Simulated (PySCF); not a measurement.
5-ethenylidene-2H-furan (C₆H₆O), SMILES C(=C)=C1OCC=C1.

Coordinates come from a PBE-D3(BJ)/def2-SVP optimisation. Other conformers were not sampled.

All values below come from TDDFT-PBE/def2-SVPD (PySCF).

Vertical excitations.  State labels are in the subgroup Cs.

Computed excitation energies, oscillator strengths and character:
| state | symmetry | energy (eV) | λ (nm) | f | main pairs |
|---|---|---|---|---|---|
| S1 | A" | 3.83 | 323 | 0.000 | HOMO→LUMO+1 100 % |
| S2 | A' | 4.08 | 304 | 0.215 | HOMO→LUMO 91 % |
| S3 | A" | 5.04 | 246 | 0.002 | HOMO→LUMO+2 99 % |
| S4 | A" | 5.12 | 242 | 0.000 | HOMO−1→LUMO 99 % |
| S5 | A" | 5.48 | 226 | 0.003 | HOMO→LUMO+3 100 % |
| S6 | A" | 5.83 | 213 | 0.002 | HOMO→LUMO+5 100 % |
| S7 | A" | 5.96 | 208 | 0.000 | HOMO−2→LUMO+1 99 % |
| S8 | A" | 6.13 | 202 | 0.009 | HOMO→LUMO+6 99 % |
| S9 | A' | 6.24 | 199 | 0.247 | HOMO→LUMO+4 45 %, HOMO−2→LUMO 37 % |
| S10 | A' | 6.53 | 190 | 0.046 | HOMO−2→LUMO 49 %, HOMO→LUMO+4 27 %, HOMO−4→LUMO 10 % |
| T1 | A' | 2.77 | 448 | 0 | HOMO→LUMO 97 % |
| T2 | A" | 3.47 | 357 | 0 | HOMO→LUMO+1 99 % |
| T3 | A' | 4.48 | 277 | 0 | HOMO−1→LUMO+1 97 % |
| T4 | A' | 4.71 | 263 | 0 | HOMO−2→LUMO 85 % |
Triplets are in the Tamm–Dancoff approximation, which puts them higher than full response would, so one can lie above its singlet here.
